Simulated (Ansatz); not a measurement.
Input for Ansatz (a first-principles code): R-CCSD(T)/cc-pV(D+d)Z on CCl2 (SMILES Cl[C]Cl). The basis file is the Basis Set Exchange's JSON of that set.

Ansatz 0.2 input:
```yaml
crystal:
  periodic: [false, false, false]
  atoms:
    - {symbol: C, position_ang: [-0.00000000, -0.00000000, -0.66232491]}
    - {symbol: Cl, position_ang: [1.40916511, 0.00000000, 0.33121246]}
    - {symbol: Cl, position_ang: [-1.40916511, -0.00000000, 0.33121246]}
basis:
  gaussian:
    orbitals: cc-pV_D+d_Z.json
magnetization: {spin_polarized: false}
correlation: {method: ccsd_t, electrons: outside_noble_gas}
scf: {lower_state_search: off}
```

What total energy does the run end on?

-957.2128 hartree (reference determinant -956.7681, T1 diagnostic 0.021).
